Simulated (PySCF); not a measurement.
**Arsenic: a sound run and one with changed settings**

Sound run: As [Ar] 3d10 4s2 4p3, As⁺ [Ar] 3d10 4s2 4p2. Computed with PySCF 2.14 in 6-31G*, with the non-relativistic Hamiltonian (point nucleus). In the sound run the correlated levels freeze [Ar] 3d10. The sound run starts from symmetry-adapted Hartree-Fock orbitals and uses a fine grid where one is needed.

Changed run: all electrons correlated in a basis built for the valence shell.

```csv
species,method,sound run (hartree),changed run (hartree),converged
As,MP2,-2233.95572,-2234.14142,yes
As⁺,MP2,-2233.59668,-2233.78092,yes
```

Ionisation energy of As:

```json
{"method": "UHF", "sound run (eV)": "9.460", "changed run (eV)": "9.460"}
{"method": "MP2", "sound run (eV)": "9.770", "changed run (eV)": "9.810"}
{"method": "SCS-MP2", "sound run (eV)": "9.657", "changed run (eV)": "9.680"}
```

A valence basis has no tight correlating functions, so it recovers only part of the core correlation, and not evenly between atom and ion.

For comparison, NIST gives 9.789 eV between the lowest levels.
